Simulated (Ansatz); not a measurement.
One geometry of C3H7BF2, SMILES `CC(C)B(F)F`, several functionals.

```yaml
crystal:
  periodic: [false, false, false]
  atoms:
    - {symbol: C, position_ang: [-0.845220, -0.895615, -0.720071]}
    - {symbol: C, position_ang: [0.227030, 0.094081, -0.269816]}
    - {symbol: C, position_ang: [0.968051, -0.387236, 0.976200]}
    - {symbol: B, position_ang: [-0.311398, 1.556714, -0.130536]}
    - {symbol: F, position_ang: [0.271590, 2.449884, 0.653326]}
    - {symbol: F, position_ang: [-1.355290, 1.992791, -0.817724]}
    - {symbol: H, position_ang: [-1.608531, -1.024417, 0.052551]}
    - {symbol: H, position_ang: [-0.408487, -1.878474, -0.914819]}
    - {symbol: H, position_ang: [-1.349778, -0.563368, -1.628992]}
    - {symbol: H, position_ang: [0.968009, 0.171797, -1.083930]}
    - {symbol: H, position_ang: [1.427621, -1.363305, 0.800891]}
    - {symbol: H, position_ang: [0.282897, -0.495827, 1.821786]}
    - {symbol: H, position_ang: [1.754009, 0.308077, 1.276033]}
basis:
  gaussian: {orbitals: def2-TZVPP}
hamiltonian: {xc: r2scan, dispersion: d4}
output: {forces: true, orbitals: {seedname: orbitals}}
```

```sh
$ ansatz run in.yaml --threads 4 --pin off --events-out ev --progress --plain --max-ram 10444MiB
```

Output, abridged:

```
Functional definition: r2SCAN
1434 factors; their error is unknown
mean field evaluation 1: about -9325.0173 eV, gradient 7.9e1 eV
mean field evaluation 2: about -9312.9873 eV, gradient 1.0e2 eV
mean field evaluation 4: about -9338.2488 eV, gradient 3.7e0 eV
mean field evaluation 8: about -9338.2842 eV, gradient 2.3e-1 eV
mean field evaluation 16: about -9338.2493 eV, gradient 1.1e-2 eV
mean field -9338.24933415 eV, -343.1743333371 hartree, gradient 7.2e-5 eV, S^2 0.000000; 0 other end points of the search recorded, 0 dependent functions left out
reference -9338.24934786 eV, -343.1743338410 hartree; 24, 24 occupied and 260, 260 virtual orbitals, 1434 factors
Total energy: -9338.30992366 eV, -343.1765599606 hartree
Atom 0 at    -0.845220    -0.895615    -0.720071 Å, force    -0.103832    -0.101902    -0.059182 eV/Å
Atom 1 at     0.227030     0.094081    -0.269816 Å, force     0.010507     0.154826    -0.055091 eV/Å
Atom 2 at     0.968051    -0.387236     0.976200 Å, force     0.087688    -0.047066     0.119246 eV/Å
Atom 3 at    -0.311398     1.556714    -0.130536 Å, force     0.059846    -0.180049    -0.014959 eV/Å
Atom 4 at     0.271590     2.449884     0.653326 Å, force     0.094335     0.119055     0.122062 eV/Å
Atom 5 at    -1.355290     1.992791    -0.817724 Å, force    -0.154072     0.047570    -0.103805 eV/Å
Atom 6 at    -1.608531    -1.024417     0.052551 Å, force     0.011231     0.006425    -0.005513 eV/Å
Atom 7 at    -0.408487    -1.878474    -0.914819 Å, force    -0.009576     0.006769     0.003808 eV/Å
Atom 8 at    -1.349778    -0.563368    -1.628992 Å, force     0.005711    -0.004636     0.013952 eV/Å
Atom 9 at     0.968009     0.171797    -1.083930 Å, force     0.012208    -0.002962    -0.012571 eV/Å
Atom 10 at     1.427621    -1.363305     0.800891 Å, force    -0.005433     0.007956     0.007904 eV/Å
Atom 11 at     0.282897    -0.495827     1.821786 Å, force     0.003621     0.004302    -0.013288 eV/Å
Atom 12 at     1.754009     0.308077     1.276033 Å, force    -0.012235    -0.010288    -0.002563 eV/Å
Dipole moment:     0.120917    -0.307161    -0.037149 e Å
```

Hardware: 4 threads of an Arm Neoverse V2 on a shared host. Wall time 4.5 s, peak host memory 0.4 GiB.

Changing it to `hamiltonian: {xc: {name: wB97X-V}}` and no forces (abridged; 7.5 s):

```
Functional definition: wB97X-V
mean field evaluation 16: about -9340.1160 eV, gradient 1.3e-4 eV
mean field -9340.11602487 eV, -343.2429329560 hartree, gradient 3.0e-5 eV, S^2 0.000000
Total energy: -9340.11602267 eV, -343.2429328750 hartree
```

With the line `hamiltonian: {xc: pbe, dispersion: d4}` (abridged; 2.5 s):

```
Functional definition: PBE
mean field evaluation 16: about -9331.9565 eV, gradient 1.1e-2 eV
mean field -9331.95653912 eV, -342.9430773855 hartree, gradient 3.3e-5 eV, S^2 0.000000
Total energy: -9332.19237874 eV, -342.9517443313 hartree
Atom 0 force    -0.010266    -0.020044    -0.030000 eV/Å
Atom 1 force    -0.040148     0.064727     0.025499 eV/Å
Atom 2 force     0.033626    -0.006280     0.010867 eV/Å
Atom 3 force     0.149751    -0.414397    -0.041070 eV/Å
Atom 4 force     0.306463     0.441665     0.405010 eV/Å
Atom 5 force    -0.530983     0.204584    -0.353226 eV/Å
Atom 6 force    -0.151553    -0.029970     0.147222 eV/Å
Atom 7 force     0.075047    -0.205061    -0.042310 eV/Å
Atom 8 force    -0.107892     0.052736    -0.179673 eV/Å
Atom 9 force     0.147412     0.006907    -0.160039 eV/Å
Atom 10 force     0.097833    -0.198633    -0.021248 eV/Å
Atom 11 force    -0.128482    -0.023619     0.168149 eV/Å
Atom 12 force     0.159191     0.127384     0.070817 eV/Å
Dipole moment:     0.117407    -0.293767    -0.037401 e Å
```

The same input with `hamiltonian: {xc: {name: r2SCANh}, dispersion: d4}` and no forces (abridged; 4.5 s):

```
Functional definition: r2SCANh
mean field evaluation 16: about -9337.8632 eV, gradient 1.6e-4 eV
mean field -9337.86324093 eV, -343.1601446732 hartree, gradient 6.1e-5 eV, S^2 0.000000
Total energy: -9337.92630871 eV, -343.1624623715 hartree
```

With the line `hamiltonian: {xc: {name: CAM-B3LYP}, dispersion: d4}` and no forces (abridged; 3 s):

```
Functional definition: CAM-B3LYP
mean field evaluation 16: about -9339.5052 eV, gradient 3.4e-5 eV
mean field -9339.50524867 eV, -343.2204873447 hartree, gradient 3.4e-5 eV, S^2 0.000000
Total energy: -9339.70193957 eV, -343.2277156019 hartree
```

Changing it to `hamiltonian: {xc: {name: revPBE}, dispersion: d4}` and no forces (abridged; 1.9 s):

```
Functional definition: revPBE
mean field evaluation 16: about -9339.6419 eV, gradient 8.4e-4 eV
mean field -9339.64186469 eV, -343.2255078909 hartree, gradient 3.3e-5 eV, S^2 0.000000
Total energy: -9340.44693611 eV, -343.2550937197 hartree
```
